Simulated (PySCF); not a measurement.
## Electron correlation in Cr⁺ (chromium, charge +1)

[Ar] 3d4 4p1, one real determinant (an excited configuration). Computed with PySCF 2.14 in aug-cc-pwCVTZ, with the non-relativistic Hamiltonian (point nucleus). Frozen: [Ne]; 13 electrons correlated.

MP2 pair energies summed by pair of shells (mhartree):

```tsv
pair	energy	share (%)
3p-3d	-170.83	39.1
3p-3p	-117.49	26.9
3s-3p	-47.22	10.8
3d-3d	-45.36	10.4
3s-3d	-32.10	7.4
3d-4p	-8.06	1.8
3p-4p	-7.80	1.8
3s-3s	-7.08	1.6
3s-4p	-0.69	0.2
```

Total MP2 correlation energy: -436.63 mhartree.

Same-spin part -146.41 and opposite-spin part -290.22 mhartree; SCS-MP2 scales them by 1/3 and 6/5 to -397.07 mhartree.

The reference is one real determinant that mixes LS terms of this configuration.
